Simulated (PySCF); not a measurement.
# Sc+ (scandium, charge +1) across methods

[Ar] 3d1 4s1, high-spin 3D determinant. All numbers are calculated (PySCF 2.14, the spin-free X2C one-electron Hamiltonian (Gaussian nucleus), in ANO-RCC-VTZP (6s5p3d2f1g, 59 functions)).

| method | E (hartree) | mean ε 3p β (eV) | mean ε 3d α (eV) | mean ε 4s α (eV) | Σ⟨r²⟩ (bohr²) | ⟨S²⟩ |
| --- | --- | --- | --- | --- | --- | --- |
| UHF | -763.08719 | -48.714 | -16.364 | -12.303 | 30.35 | 2.002 |
| TPSSh | -763.961 | -41.324 | -11.491 | -10.360 | 29.77 | 2.001 |
| CAM-B3LYP | -763.985 | -43.838 | -13.526 | -11.846 | 29.42 | 2.001 |
| PBE0 | -763.763 | -42.579 | -12.280 | -10.834 | 29.72 | 2.001 |
| PBE | -763.725 | -40.139 | -10.764 | -10.218 | 29.75 | 2.000 |

(1) Estimate the same row for LDA.

Answers

(1) E (hartree) = -761.958; mean ε 3p β (eV) = -40.217; mean ε 3d α (eV) = -10.683; mean ε 4s α (eV) = -10.413; Σ⟨r²⟩ (bohr²) = 29.61; ⟨S²⟩ = 2.000.
